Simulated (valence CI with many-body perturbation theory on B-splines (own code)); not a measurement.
Results of a calculation; reference values are marked as such.
## Hyperfine factors and g values of Ni22+

Method: valence CI with perturbative core correlation (CI+MBPT): four valence electrons over a frozen Dirac-Fock core [He], a basis of 11 s, 11 p, 9 d, 7 f, 5 g, 2 h, 1 i functions for each j, with the one-electron correlation potential Σ1 (screened to all orders), the two-electron term Σ2, the three-electron term Σ3, Breit, model QED; selected single and double excitations, second order for the rest (own B-spline code, finite nucleus).

No measured spectrum was set against this ion. As an estimate, levels of excited configurations hold to 0.05 to 0.15 % of their energy, terms of the ground configuration to about 0.5 %. Among the levels kept, up to 270 cm⁻¹ of a level comes from second order outside the variational space, and about a tenth of that is noise between levels of different J, which matters for small intervals.

A/g_I is the dipole constant over the nuclear g factor μ/I (μ in nuclear magnetons, uniformly magnetised nucleus), B/Q the quadrupole constant per barn. Both hold the static response of the core; the bare values leave it out. Large factors of s and p1/2 electrons are usually good to 5 to 10 %; those of open d and f shells near neutrality can be off by tens of per cent, and small factors of p3/2, d and f electrons come from cancelling terms and can be off by a factor of two or in sign, in half-filled shells by more. B is blank for J = 1/2, where it vanishes, and for nearly pure S terms. Energies count from the lowest level. Levels with J = 0 are left out.

Names give the largest LS component (configuration and term), which can be under half, so a name can repeat, a term be missing and a line seem to break the LS rules; names also repeat where a configuration has a term twice. Letters in brackets count levels of one name in rising energy.

```
            Level  E (Ry)      g  A/g_I (MHz)  A/g_I bare  B/Q (MHz/b)  B/Q bare
      2s²2p² ³P_1   1.000  1.497        -3510        -536        33200     33400
      2s²2p² ³P_2   1.475  1.339        65800       67500        -5810     -5820
      2s²2p² ¹D_2   2.959  1.153        46500       47400        71700     72000
      2s2p³ ⁵S°_2   5.342  1.966       154000      156000                       
      2s2p³ ³D°_1   8.149  0.693       -78800      -75900        56000     56200
      2s2p³ ³D°_2   8.200  1.247       122000      121000        90100     90400
      2s2p³ ³D°_3   8.575  1.329       159000      158000         -249      -261
      2s2p³ ³P°_1   9.828  1.353       171000      169000       -56900    -57100
      2s2p³ ³P°_2  10.069  1.379       116000      116000       -86000    -86400
      2s2p³ ³S°_1  11.399  1.751       -39500      -31800         2720      2740
      2s2p³ ¹D°_2  11.893  1.061       102000      101000        -8030     -8040
      2s2p³ ¹P°_1  13.317  1.187       -22100      -18000        -1250     -1270
         2p⁴ ³P_2  16.994  1.431        30000       34200        40400     40600
         2p⁴ ³P_1  18.218  1.497        -8520       -3420       -32400    -32500
         2p⁴ ¹D_2  18.963  1.061        75900       76300      -106000   -106000
    2s²2p3s ³P°_1  83.145  1.372       183000      180000        -8920     -8960
    2s²2p3s ³P°_2  84.534  1.497        71100       71700        68000     68300
    2s²2p3s ¹P°_1  84.765  1.119         7110       10000        42900     43100
     2s²2p3p ³D_1  84.846  0.683       126000      124000        -2200     -2200
 2s²2p3p ³P_1 [a]  85.505  1.381       -19900      -19300         7940      7970
     2s²2p3p ³D_2  85.553  1.179        56500       56400        15700     15700
 2s²2p3p ³P_1 [b]  86.588  1.195        32400       34300        15200     15200
     2s²2p3p ³D_3  86.764  1.331        26200       27300        87200     87500
     2s²2p3p ³P_2  86.808  1.334        43700       45100        26800     26900
     2s²2p3p ³S_1  86.837  1.745        31200       33200       -11600    -11600
    2s²2p3d ³F°_2  87.290  0.754        54300       53600         8300      8390
     2s2p²3s ⁵P_1  87.374  2.424       290000      287000        -5720     -5750
     2s²2p3p ¹D_2  87.480  1.148        35500       36100        43100     43200
    2s²2p3d ³F°_3  87.719  1.115        33400       33200         3010      3100
2s²2p3d ³P°_2 [a]  87.759  1.224       -26700      -26500        -6710     -6670
    2s²2p3d ³D°_1  87.910  0.772       -37300      -37100        -1010      -986
     2s2p²3s ⁵P_2  88.065  1.815       162000      161000        66200     66400
```

Q: Take the isotope of mass number 61, with I = 3/2, μ = -0.74965 μN and Q = 0.162 b. What is the hyperfine structure of 2s2p³ ³D°_3?

A: From the table A = -79700 MHz, B = -40.4 MHz. Shifts from the centre of gravity in MHz: F = 3/2: 478000, F = 5/2: 279000, F = 7/2: 20.2, F = 9/2: -359000.
